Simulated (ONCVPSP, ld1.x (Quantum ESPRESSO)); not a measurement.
## Potentials for carbon compared

Generated with ld1.x 7.5 (TM, RRKJ, ultrasoft, PAW), atompaw 4.2 or ONCVPSP 4.0.1. The cutoff is in Ry: for ld1.x and atompaw files where the sum of valence levels is converged to 10 mRy in a Bessel basis, for ONCV files where the hardest occupied wave has 1 mHa per electron of residual kinetic energy. The error is the largest all-electron minus pseudo excitation energy over each file’s own four to seven test configurations (ionisations up to +4, promotions, holes and added fractions of an electron), all of which were solved. The labels leave out finer settings (local radius, basis sizes, second energies), which also bear on the numbers. Spin-polarised tests are not counted. The rows are a selection from randomly drawn settings: files with unsolved tests, undetermined cutoffs or missed reference levels are left out.

A true bound ghost makes a file unfit for plane-wave use even where its test errors are small: the radial tests pick states by their node count and pass the ghost by.

```tsv
potential	cutoff (Ry)	largest error (meV)	bound ghosts
ONCV, PBEsol, scalar-relativistic, rc 1.25/2.60 (sp), local smoothed, core correction yes, reference 2s2 2p2, qcut 4.9/4.7, projectors 2/1	30	+1635	none
ultrasoft, PBEsol, scalar-relativistic, rc 1.20/1.45/1.65 (spd), local smoothed, core correction yes, reference 2s2 2p1	25	+67	none
ONCV, LDA (Perdew-Wang 92), scalar-relativistic, rc 1.10/1.55/1.30 (spd), local smoothed, core correction yes, reference 2s2 2p2, qcut 4.9/5.6/7.4, projectors 2/2/2	69	+346	none
ONCV, PW91, scalar-relativistic, rc 1.35/1.65 (sp), local smoothed, core correction no, reference 2s1.75 2p2.25, qcut 5.1/9.9, projectors 2/2	44	+190	none
ONCV, PBE, scalar-relativistic, rc 0.90/2.90 (sp), local smoothed, core correction no, reference 2s2 2p2, qcut 6/4.6, projectors 3/2	39	+2522	s
```

Fill in the row for C: ONCV, PBE, scalar-relativistic, rc 1.30/2.35/1.90 (spd), local smoothed, core correction yes, reference 2s1.75 2p2.25, qcut 6.5/5.6/4.7, projectors 2/2/3.

cutoff 31 Ry, largest error +629 meV, bound ghosts: none.

Fill in the row for C: ultrasoft, PBE, non-relativistic, rc 1.20/1.55/1.35 (spd), local d, core correction no, reference 2s2 2p1.

cutoff 25 Ry, largest error +199 meV, bound ghosts: none.

Fill in the row for C: ONCV, LDA (Perdew-Zunger), scalar-relativistic, rc 1.35/2.90/2.85 (spd), local smoothed, core correction no, reference 2s2 2p2, qcut 5.5/4.5/3.1, projectors 1/2/1.

cutoff 34 Ry, largest error +2697 meV, bound ghosts: none.
